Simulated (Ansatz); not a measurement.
Reactions of C$_{2}$H$_{10}$ClGeNSi, SMILES `CC[N]([GeH3])[SiH2]Cl`.

Computed with Ansatz on PBE0-D4/def2-TZVP structures; ΔE is electronic, products minus reactants. CCSD(T)/CBS is the MP2 limit (def2-TZVPP, def2-QZVPP) plus CCSD(T) − MP2 in def2-TZVPP, frozen cores. This one scheme is used for every species. DFT in def2-TZVPP. Elements past krypton have def2 core potentials. For Ge, Sb, Sn outer-core shells are correlated without core-valence functions, which leaves a few kJ/mol of doubt a bond. Scalar relativity is left out up to krypton. Each species was taken in one conformer, which may not be the lowest.

| reaction | CCSD(T)/CBS(def2) (kJ/mol) |
| --- | --- |
| `CC[N]([GeH3])[SiH2]Cl` + `[F][GeH2][F]` → `[F][GeH]([F])[GeH3]` + `CCN[SiH2]Cl` | -19 |
| `CC[N]([GeH3])[SiH2]Cl` + `C[NH][SnH]([F])[Cl]` → `CC[N](C)[SnH]([F])[Cl]` + `Cl[SiH2][NH][GeH3]` | ? |
| `CC[N]([GeH3])[SiH2]Cl` + `N=C=S` → `S=C=[N][GeH3]` + `CCN[SiH2]Cl` | -40 |
| `CC[N]([GeH3])[SiH2]Cl` + `[NH2][SbH2]` → `CC[NH][SbH2]` + `Cl[SiH2][NH][GeH3]` | -4 |

Task: Fill in the missing values. (Estimate.)

Result: Ansatz gave: `CC[N]([GeH3])[SiH2]Cl` + `C[NH][SnH]([F])[Cl]` → `CC[N](C)[SnH]([F])[Cl]` + `Cl[SiH2][NH][GeH3]`: -15.2 kJ/mol.

Largest T1 diagnostic: 0.019, for `N=C=S`.
